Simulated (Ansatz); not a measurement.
One change: `C=[CH][InH][Cl]` becomes `C=CBCl`.

Ansatz, PBE0-D4/def2-TZVP geometries, multiplicity 1. Each molecule was computed in one conformer, which needn't be the lowest.

Elements past krypton have def2 core potentials.

| property | `C=[CH][InH][Cl]` |
| --- | --- |
| HOMO energy (B3LYP/def2-TZVPP) / eV | -7.77 |
| HOMO energy (ωB97M-V/def2-TZVPP) / eV | -10.19 |
| LUMO energy (PBE0/def2-TZVPP) / eV | -1.89 |
| HOMO–LUMO gap (B3LYP/def2-TZVPP) / eV | 5.63 |
| size of the dipole moment (PBE/def2-TZVPP) / D | 3.11 |
| LUMO energy (B3LYP/def2-TZVPP) / eV | -2.15 |

Task: Give the same properties after the change, and the shifts. (Best estimate.)

Result: Computed: 
| property | `C=CBCl` | shift |
| --- | --- | --- |
| HOMO energy (B3LYP/def2-TZVPP) / eV | -8.22 | -0.45 |
| HOMO energy (ωB97M-V/def2-TZVPP) / eV | -10.69 | -0.50 |
| LUMO energy (PBE0/def2-TZVPP) / eV | -2.07 | -0.18 |
| HOMO–LUMO gap (B3LYP/def2-TZVPP) / eV | 5.97 | 0.34 |
| size of the dipole moment (PBE/def2-TZVPP) / D | 1.82 | -1.29 |
| LUMO energy (B3LYP/def2-TZVPP) / eV | -2.25 | -0.10 |

With PBE0 the HOMO falls by 0.45 eV and the LUMO falls by 0.18 eV, so the gap widens by about 0.27 eV. PBE moves the HOMO by -0.34 eV and ωB97M-V by -0.50 eV. Dipoles are sizes alone; their direction can turn.

B3LYP here is the variant with VWN-RPA as its local correlation; programs differ in this.
